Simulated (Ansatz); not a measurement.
Species: H$_{6}$FN$_{3}$Si, SMILES `N[Si](N)(N)F` (charge 0, multiplicity 1).

Problem. Give a relaxed geometry from B3LYP-D3(BJ)/def2-TZVP run with Ansatz (an electronic-structure program).

Solution. One answer among several that fit: the end point of this relaxation, one of several conformers (outside a Z-matrix the atoms follow the SMILES, hydrogens last).
Z-matrix (Å, degrees):
```
Si
F 1 1.6137
N 1 1.7018 2 108.42
H 3 1.0051 1 120.72 2 121.95
H 3 1.0060 4 112.90 1 161.26
N 1 1.7018 2 108.44 3 -120.02
H 6 1.0051 1 120.72 2 121.71
H 6 1.0060 7 112.88 1 161.13
N 1 1.7018 2 108.47 3 119.99
H 9 1.0051 1 120.70 2 121.55
H 9 1.0061 10 112.88 1 161.05
```
